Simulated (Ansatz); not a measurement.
Ansatz (an electronic-structure program) input:
A basis named .json is the Basis Set Exchange file of that set.

Ansatz 0.2 input:
```yaml
crystal:
  periodic: [false, false, false]
  atoms:
    - {symbol: O, position_ang: [1.42900186, 0.33684483, -0.85309575]}
    - {symbol: Si, position_ang: [0.13788886, 0.03250321, -0.08231788]}
    - {symbol: F, position_ang: [0.19104713, -1.14820509, 1.03717143]}
    - {symbol: F, position_ang: [-0.51648680, 1.23814764, 0.79424826]}
    - {symbol: F, position_ang: [-1.15927799, -0.43992073, -0.94506232]}
basis:
  gaussian:
    orbitals: cc-pV_T+d_Z.json
total_charge: -1
magnetization: {spin_polarized: false}
correlation: {method: ccsd_t, electrons: outside_noble_gas}
```

Problem. What final total energy does it print?

Solution. -663.72207 Eh (CCSD(T)/cc-pV(T+d)Z). The basis has 159 functions.

It need not be the lowest isomer of its formula. Whether it binds its extra electron was not tested at this geometry.
